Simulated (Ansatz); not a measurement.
Reaction (redistribution): `C[SiH2][NH][AlH2]` + `[F][Al]([SiH3])[Cl]` → `C[SiH2][Al]([F])[Cl]` + `[AlH2][NH][SiH3]`

Calculated with Ansatz (gas phase, PBE0-D4/def2-TZVP geometries, no zero-point term in ΔE). CBS: MP2 limit from def2 TZ/QZ plus the TZ coupled-cluster correction, frozen cores. Functionals use def2-TZVPP. B3LYP here is the variant with VWN-RPA as its local correlation; programs differ in this. Each species was taken in one conformer, which may not be the lowest.

```tsv
level	ΔE (kcal/mol)	difference from CCSD(T)/CBS
ωB97M-V	2.0	0.0
B2PLYP	1.8	-0.2
PBE	1.8	-0.2
B3LYP	1.7	-0.3
HF/def2-TZVPP	1.7	-0.3
MP2/def2-TZVPP	1.8	-0.2
SCS-MP2/def2-TZVPP	1.7	-0.3
CCSD(T)/def2-TZVPP	2.0	0.0
MP2/CBS(def2)	1.8	-0.2
CCSD/CBS(def2)	2.0	0.0
CCSD(T)/CBS	2.0	0
```

Largest T1 diagnostic among the species: 0.012.
